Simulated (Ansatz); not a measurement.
Name a neutral molecule of B, C, O, Si and H with HOMO–LUMO gap (PBE/def2-TZVPP) between 3.10 and 3.40 eV and HOMO–LUMO gap (PBE0/def2-TZVPP) between 5.15 and 5.45 eV (Ansatz, PBE0-D4/def2-TZVP geometry).

`COB1C[SiH2]1` (3.33 eV, 5.37 eV); `B1CO[SiH2]1` (3.20 eV, 5.37 eV). Other molecules can fit too; these were computed, each in one conformer that needn't be the lowest.
